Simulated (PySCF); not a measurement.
Species: C2H10BNOSi.
Geometry (PBE0-D3(BJ)/def2-SVP, Å), atoms numbered from 1 in this order:
```
atom  x, y, z in Å
C1    -2.0299   -0.5986   -0.6378
N2    -0.8007   -0.0719   -0.1070
C3    -0.9588    0.9927    0.8513
B4     0.4556   -0.5501   -0.5078
O5     1.5991   -0.0030    0.0199
Si6    3.2112   -0.3580   -0.1919
H7    -1.8172   -1.4045   -1.3527
H8    -2.6739   -1.0077    0.1624
H9    -2.6132    0.1821   -1.1606
H10   -1.4844    1.8578    0.4072
H11    0.0265    1.3256    1.2008
H12   -1.5491    0.6613    1.7250
H13    0.5145   -1.4470   -1.3251
H14    3.7438   -1.0118    1.0392
H15    3.4024   -1.2688   -1.3612
H16    3.9480    0.9171   -0.4235
```

Linear response at wB97X-D/def2-SVPD (PySCF, frozen core in the response, non-relativistic).

Static isotropic polarisability: 79.57 au (11.79 Å³), principal values 65.3, 76.8, 96.6 au.

(1) What is the polarisability at 1064 nm and at the sodium D line?

(2) What is the isotropic C6 coefficient between two such molecules, C6 = (3/π)∫α(iω)² dω?

(3) Which effective excitation energy ω̄ makes London's formula C6 = (3/4)α²ω̄ exact here?

(4) What molar refraction at the D line follows from R = (4π/3)·N_A·α′, with α′ the polarisability volume?

(5) The lowest 10 singlets have (eV, f): 6.66, 0.003; 7.10, 0.299; 7.34, 0.014; 7.94, 0.008; 8.00, 0.026; 8.06, 0.011; 8.12, 0.023; 8.32, 0.001; 8.47, 0.029; 8.61, 0.035. What share of the static polarisability do they carry in the sum over states α = Σ f/ω²?

(6) What three-body coefficient follows from the one-pole estimate C9 = (3/4)·α·C6?

(7) How many electrons N does the Slater–Kirkwood formula C6 = (3/4)·√N·α^(3/2) need to give this C6?

## Answers

(1) 80.27 au at 1064 nm (+0.9 %), 81.92 au at 589.3 nm (+3.0 %). The rise at 589.3 nm is 3.36 times that at 1064 nm; a pure ω² law gives 3.26. The lowest singlet lies at 186 nm, shorter than both wavelengths.

(2) 2506 au (Eh·bohr⁶) by a ten-point quadrature over imaginary frequencies, which is 1500 eV·Å⁶ or 145 J·nm⁶/mol.

(3) ω̄ = 4·C6/(3α²) = 0.528 Eh = 14.4 eV. A one-pole form α(ω) = α/(1 − ω²/ω̄²) fitted to the 1064 nm value gives 12.5 eV. London's choice of the ionisation energy (8.89 eV, ΔSCF at the same level) gives C6 = 1550 au, 38 % too low.

(4) α′ = 12.14 Å³ gives R = 30.62 cm³/mol, for isolated, non-vibrating species.

(5) 6.07 au, 7.6 % of α; the largest term, 4.40 au, is that of the state at 7.10 eV. Their oscillator strengths add up to 0.45. Higher states carry the rest.

(6) 150000 au. This is an estimate from the two numbers above, not a computed integral.

(7) N = (4·C6/3)²/α³ = 22.2; the species has 56 electrons in all.

Hardware: one thread of an Arm Neoverse V2, no GPU, on a shared host. Cost: 90 s wall (with the writing of density and orbital grids), 1.1 GiB resident at most. This is the whole response run at wB97X-D/def2-SVPD, SCF included.

One conformer stands for the species.

wB97X-D is run here without its empirical dispersion term; that term would change no orbital, density or response property at a fixed geometry.
